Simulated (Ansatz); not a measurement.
Species: H₃AlS₃, SMILES `[SH][Al]([SH])[SH]` (charge 0, multiplicity 1).

Problem. Give a relaxed geometry from B3LYP-D3(BJ)/def2-TZVP (Ansatz, a quantum-chemistry and plane-wave program).

Solution. This is not unique; one that fits is the end point of this relaxation, one of several conformers (outside a Z-matrix the atoms follow the SMILES, hydrogens last).
Z-matrix (Å, degrees):
```
Al
S 1 2.1817
H 2 1.3453 1 93.31
S 1 2.1846 2 116.79 3 -179.41
H 4 1.3443 1 94.13 2 -179.29
S 1 2.1870 2 119.16 3 0.61
H 6 1.3443 1 94.53 2 -179.36
```
